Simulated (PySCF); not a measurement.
## Mayer bond orders and bond lengths

C₅H₁₂B₂.
Numbering: `[BH2:1][CH:2]([BH2:3])[CH:4]1[CH2:5][CH2:6][CH2:7]1` (hydrogens: H8, H9 on B1; H10 on C2; H11, H12 on B3; H13 on C4; H14, H15 on C5; H16, H17 on C6; H18, H19 on C7)

Structure used (PBE0-D3(BJ)/def2-SVP), in Å, numbered top down from 1:
```
atom  x, y, z in Å
B1    -2.0358   -1.0939   -0.3495
C2    -1.0894    0.1375   -0.4221
B3    -1.9851    1.3688   -0.1060
C4     0.2522    0.0431    0.2795
C5     1.3259    1.1284    0.0474
C6     2.3969    0.0253    0.1272
C7     1.2924   -1.0047   -0.1728
H8    -3.0028   -1.1707   -1.0716
H9    -1.8217   -1.9890    0.4382
H10   -1.0048    0.2493   -1.5329
H11   -2.9505    1.6188   -0.7900
H12   -1.7299    2.0900    0.8334
H13    0.0766   -0.0661    1.3633
H14    1.3792    1.9692    0.7559
H15    1.2508    1.5387   -0.9737
H16    3.2531    0.0828   -0.5611
H17    2.7832   -0.0865    1.1522
H18    1.2078   -1.1953   -1.2559
H19    1.3176   -1.9734    0.3492
```

Bond orders from the PBE0/pcSseg-1 density (PySCF). The structure is a single PBE0-D3(BJ)/def2-SVP conformer in the gas phase; no vibrational or solvent corrections.

(1) Where do the orders between heavy atoms depart from those drawn in the SMILES?

(2) Give the Mayer order of every bond between heavy atoms, beside its length.

Answers

(1) The largest departure is 0.034, at C2–C4 (drawn single, 0.966).

(2) 
```json
{"bond": "B1–C2", "drawn as": "single", "length (Å)": "1.555", "Mayer order": "0.999"}
{"bond": "C2–B3", "drawn as": "single", "length (Å)": "1.555", "Mayer order": "0.998"}
{"bond": "C2–C4", "drawn as": "single", "length (Å)": "1.517", "Mayer order": "0.966"}
{"bond": "C4–C5", "drawn as": "single", "length (Å)": "1.544", "Mayer order": "0.999"}
{"bond": "C5–C6", "drawn as": "single", "length (Å)": "1.540", "Mayer order": "1.029"}
{"bond": "C6–C7", "drawn as": "single", "length (Å)": "1.540", "Mayer order": "1.029"}
{"bond": "C7–C4", "drawn as": "single", "length (Å)": "1.544", "Mayer order": "0.999"}
```

By pair of heavy elements: B–C: all 2 within 0.02 of one another (0.998 to 0.999). C–C: lowest C2–C4 (0.966, 1.517 Å), highest C5–C6 and C6–C7 (1.029, 1.540 Å); in 4 of the 10 pairs the longer bond (by over 0.003 Å) has the higher order (by 0.02 or more). Bonds named together lie within 0.004.

**Question.** And the bonds to hydrogen?

**Answer.** B–H: 0.98 to 1.00 (4 bonds); C–H: 0.87 to 0.96 (8 bonds).

**Question.** Sum the orders of all bonds at each heavy atom with more than one neighbour and set the sums beside the valence in the SMILES.

**Answer.** B1 2.977 (drawn 3), C2 3.831 (drawn 4), B3 2.976 (drawn 3), C4 3.898 (drawn 4), C5 3.935 (drawn 4), C6 3.970 (drawn 4), C7 3.935 (drawn 4). Orders between atoms that aren't bonded are not in these sums.

For a closed shell the Mayer order of atoms A and B is Σ (PS)μν (PS)νμ over the basis functions μ on A and ν on B, with P the density and S the overlap matrix.
